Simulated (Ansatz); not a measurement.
```yaml
crystal:
  periodic: [false, false, false]
  atoms:
    - {symbol: Sb, position_ang: [-3.450837, 2.103308, 0.821568]}
    - {symbol: Sb, position_ang: [-0.933193, -2.491466, 1.595701]}
    - {symbol: Sb, position_ang: [-2.163063, -2.934654, -1.004278]}
    - {symbol: Sb, position_ang: [2.916444, 2.197001, -0.093893]}
    - {symbol: Sb, position_ang: [-2.213797, 4.187948, -0.445638]}
    - {symbol: Sb, position_ang: [3.055209, 0.557047, 2.134612]}
    - {symbol: In, position_ang: [-2.106264, -0.239161, -0.158468]}
    - {symbol: In, position_ang: [-0.130494, 0.927016, 2.073377]}
    - {symbol: In, position_ang: [0.736224, -4.137951, -0.936984]}
    - {symbol: In, position_ang: [1.831356, -1.803775, 1.042502]}
    - {symbol: In, position_ang: [0.063332, 2.599547, -0.463313]}
    - {symbol: In, position_ang: [3.797008, -0.542343, -1.250685]}
    - {symbol: In, position_ang: [-0.064244, -1.144733, -3.019462]}
    - {symbol: F, position_ang: [-2.330364, 1.696066, 2.628954]}
    - {symbol: F, position_ang: [-0.555893, 0.644792, -1.604625]}
    - {symbol: F, position_ang: [1.548586, -1.618633, -1.319389]}
basis:
  gaussian: {orbitals: def2-SVPD, fitting: {mean_field: def2-universal-jkfit}}
total_charge: -1
magnetization: {spin_polarized: true, initial_magnetization: 1}
hamiltonian: {xc: {name: wB97X}}
scf: {omitted_lower_state_checks: [starts]}
output: {forces: true}
```

```sh
$ ansatz run in.yaml --threads 2 --pin off --events-out ev --progress --plain --max-ram 32768MiB --backend cuda --devices 0, --max-vram 18GiB
```

Shortened log:

```
Functional definition: wB97X
3065 factors; integrals over basis functions are off by at most 1.5e-1 eV
3065 factors; integrals over basis functions are off by at most 2.7e-5 eV
mean field evaluation 1: about -83609.5035 eV, gradient 3.6e1 eV
mean field evaluation 2: about -83607.4116 eV, gradient 5.0e1 eV
mean field evaluation 4: about -83616.0894 eV, gradient 2.8e0 eV
mean field evaluation 8: about -83616.1032 eV, gradient 4.2e-1 eV
mean field evaluation 16: about -83616.1149 eV, gradient 2.0e-2 eV
mean field evaluation 32: about -83616.1150 eV, gradient 2.3e-4 eV
mean field -83616.11496345 eV, -3072.8355478686 hartree, gradient 2.7e-6 eV, S^2 0.775721; 0 other end points of the search recorded, 0 dependent functions left out
reference -83616.11490638 eV, -3072.8355457710 hartree; 157, 156 occupied and 328, 329 virtual orbitals, 3065 factors
Total energy: -83616.11490638 eV, -3072.8355457710 hartree
Atom 0 at    -3.450837     2.103308     0.821568 Å, force     0.264119    -0.129726    -0.025993 eV/Å
Atom 1 at    -0.933193    -2.491466     1.595701 Å, force    -0.156257     0.322807    -0.051236 eV/Å
Atom 2 at    -2.163063    -2.934654    -1.004278 Å, force     0.192264     0.538836    -0.099881 eV/Å
Atom 3 at     2.916444     2.197001    -0.093893 Å, force    -0.200525    -0.069090    -0.248993 eV/Å
Atom 4 at    -2.213797     4.187948    -0.445638 Å, force     0.058351    -0.311048     0.079867 eV/Å
Atom 5 at     3.055209     0.557047     2.134612 Å, force    -0.415648     0.003771     0.109331 eV/Å
Atom 6 at    -2.106264    -0.239161    -0.158468 Å, force    -0.148136    -0.529485    -0.037270 eV/Å
Atom 7 at    -0.130494     0.927016     2.073377 Å, force     0.635828    -0.061467    -0.012060 eV/Å
Atom 8 at     0.736224    -4.137951    -0.936984 Å, force    -0.102680     0.241368     0.250087 eV/Å
Atom 9 at     1.831356    -1.803775     1.042502 Å, force     0.290993    -0.470651     0.019684 eV/Å
Atom 10 at     0.063332     2.599547    -0.463313 Å, force     0.220285     0.060372     0.075013 eV/Å
Atom 11 at     3.797008    -0.542343    -1.250685 Å, force     0.014540     0.239902     0.026420 eV/Å
Atom 12 at    -0.064244    -1.144733    -3.019462 Å, force     0.051757    -0.095506     0.090505 eV/Å
Atom 13 at    -2.330364     1.696066     2.628954 Å, force    -0.360625     0.175527    -0.060348 eV/Å
Atom 14 at    -0.555893     0.644792    -1.604625 Å, force    -0.123401    -0.042047     0.123601 eV/Å
Atom 15 at     1.548586    -1.618633    -1.319389 Å, force    -0.220867     0.126438    -0.238727 eV/Å
Dipole moment:     0.154717    -0.796517    -0.523147 e Å
Checks for a lower state left out: starts
```

Run time 74 s (2 threads of AMD EPYC 7R13 on a shared host and a share (18 GiB) of an NVIDIA H100 80GB HBM3), peak host memory 3.5 GiB.

In the def2 sets In, Sb take a core potential; there is no spin–orbit coupling.

The dipole of an ion depends on the origin.
